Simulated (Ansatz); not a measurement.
CH3BrFIn (SMILES [CH3][In]([F])[Br]), singlet, geometry from GFN2-xTB (such geometries of metal compounds can be far from the true shape) (all electrons, no relativity); Ansatz (a program for electronic structure) with CASSCF(4,4)/STO-3G.

Here is a job for Ansatz.
Ansatz 0.2 input:
```yaml
crystal:
  periodic: [false, false, false]
  atoms:
    - {symbol: In, position_ang: [0.13715059, -0.51364304, 0.36223366]}
    - {symbol: F, position_ang: [-1.47378392, -1.65967767, 0.36510090]}
    - {symbol: Br, position_ang: [-0.29505812, 1.51164344, -1.02043403]}
    - {symbol: C, position_ang: [1.79685451, -1.37846657, 1.57238729]}
    - {symbol: H, position_ang: [2.03912394, -0.68046737, 2.36672545]}
    - {symbol: H, position_ang: [2.64750163, -1.53926226, 0.91861769]}
    - {symbol: H, position_ang: [1.40295789, -2.31138334, 1.96016661]}
basis:
  gaussian:
    orbitals: STO-3G
hamiltonian:
  xc: hf
magnetization: {spin_polarized: false}
correlation: {active_space: {window: {electrons: 4, orbitals: 4}}}
```

What the program printed (banner, timings and long lists left out):

```
Functional definition: HF
725 factors; integrals over basis functions are off by at most 6.1e-5 eV
mean field evaluation 1: about -227615.1387 eV, gradient 2.1e1 eV
mean field evaluation 2: about -227615.1986 eV, gradient 2.1e1 eV
mean field evaluation 4: about -227618.3004 eV, gradient 1.9e0 eV
mean field evaluation 8: about -227618.3315 eV, gradient 7.8e-4 eV
mean field -227618.33146378 eV, -8364.8193960474 hartree, gradient 2.2e-6 eV, S^2 0.000000; 0 other end points of the search recorded, 0 dependent functions left out
reference -227618.33146378 eV, -8364.8193960474 hartree; 51, 51 occupied and 7, 7 virtual orbitals, 725 factors
state -227619.30011988 eV, -8364.8549935025 hartree
Total energy: -227619.30011988 eV, -8364.8549935025 hartree
```
